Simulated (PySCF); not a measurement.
Compound: C₃H₁₂BP.
SMILES with atom numbers: `[BH3-:1][P+:2]([CH3:3])([CH3:4])[CH3:5]` (hydrogens: H6, H7, H8 on B1; H9, H10, H11 on C3; H12, H13, H14 on C4; H15, H16, H17 on C5)

All values: wB97X-D/pcSseg-2 (PySCF, non-relativistic), on one gas-phase PBE0-D3(BJ)/def2-TZVP geometry that isn't relaxed in the solvent. The solvent is an IEF-PCM continuum (van der Waals radii × 1.2). Specific hydrogen bonds and non-electrostatic terms are outside this model.

Gas phase at wB97X-D/pcSseg-2: HOMO -9.76 eV, LUMO 1.80 eV, dipole 5.28 D.

Task: What does the continuum do to the energy, the frontier levels and the dipole at wB97X-D/pcSseg-2 in chloroform?

Result: 
| solvent | ε | E(solvent) − E(gas) (kcal/mol) | polarisation term (kcal/mol) | distortion of the solute (kcal/mol) | HOMO (eV) | LUMO (eV) | dipole (D) |
| --- | --- | --- | --- | --- | --- | --- | --- |
| chloroform | 4.711 | -6.23 | -7.27 | 1.04 | -9.86 | 2.16 | 6.53 |

The polarisation term is half the interaction of the solute with the surface charges that it induces; the rest is the cost of distorting the solute's density. The sum is the electrostatic part of solvation alone.

Task: Which radius a makes the point-dipole formula ΔE = −[(ε − 1)/(2ε + 1)]·μ²/a³ give the value in chloroform, with the gas-phase dipole?

Result: μ = 2.079 au and |ΔE| = 0.00992 Eh give a = 2.84 Å; the farthest nucleus lies 2.59 Å from the centroid of the nuclei. The formula assumes a rigid point dipole at the centre of a sphere.

The run took 2.0 min wall, 4.1 min CPU on an AMD EPYC with 2 threads (shared host), and the process peaked at 2.8 GiB of memory. This is the whole shielding run at wB97X-D/pcSseg-2 in chloroform, SCF included.

The pairwise dispersion term of wB97X-D wasn't added to the energies; at a given geometry it leaves orbitals and properties as they are.
